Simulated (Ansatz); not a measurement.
```yaml
crystal:
  periodic: [false, false, false]
  atoms:
    - {symbol: C, position_ang: [-1.060640, 1.134251, -0.758264]}
    - {symbol: Te, position_ang: [0.016721, 1.087747, 1.086330]}
    - {symbol: C, position_ang: [0.577926, -0.987144, 0.847719]}
    - {symbol: O, position_ang: [1.365026, -1.234896, -0.276719]}
    - {symbol: H, position_ang: [-0.453622, 0.639352, -1.513767]}
    - {symbol: H, position_ang: [-1.211777, 2.177225, -1.031085]}
    - {symbol: H, position_ang: [-2.020691, 0.635918, -0.644364]}
    - {symbol: H, position_ang: [-0.338478, -1.564236, 0.735359]}
    - {symbol: H, position_ang: [1.063565, -1.265945, 1.788974]}
    - {symbol: H, position_ang: [2.145069, -0.673370, -0.231283]}
basis:
  gaussian: {orbitals: ANO-RCC-VTZP, fitting: {mean_field: cc-pVTZ-jkfit}}
hamiltonian: {xc: {name: wB97}}
output: {forces: true}
```

```sh
$ ansatz run in.yaml --threads 4 --pin off --events-out ev --progress --plain --max-ram 10444MiB
```

Task: How does Ansatz answer? (An estimate is asked.)

Result: The calculation gave: The program refused the input.
```
Functional definition: wB97
Error: <dir> the basis set cc-pVTZ-JKFIT has no functions for Te
```
